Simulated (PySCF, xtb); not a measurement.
F4Ti, SMILES [F][Ti-]([F])([F])[F] (connectivity only; charge and spin as stated), charge -1, multiplicity 2.

Harmonic wavenumbers (cm⁻¹) from GFN2-xTB in xtb at its own minimum, in rising order: 104, 180, 180, 202, 212, 439, 442, 510, 511.

Q: What does PySCF with PBE0-D3(BJ)/def2-SVPD give at its own minimum? (An estimate is asked for; the answer gives what the named calculation found.)

A: 120, 155, 177, 187, 187, 563, 582, 636, 636. Paired by order, the mean absolute difference is 66 cm⁻¹ and the zero-point energies are 4.0 and 4.6 kcal/mol.
